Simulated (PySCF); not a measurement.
MgBr₂ (singlet). Computed with PySCF, PBE0, basis Mg def2-TZVP, Br def2-TZVP (no relativity, density fitting).

Harmonic bands of its minimum:

```tsv
ω (cm⁻¹)	IR (km/mol, summed over degenerate members)	degeneracy
97	71.6	2
198	0.0	1
531	135	1
```

Problem. The central atom is Mg. Infer the point group and assign the bands.

Solution. D∞h. The modes span πu + σg+ + σu+: 97 πu, 198 σg+, 531 σu+. The computed geometry has Mg–Br 2.321 Å (×2); Br–Mg–Br 180.0°.
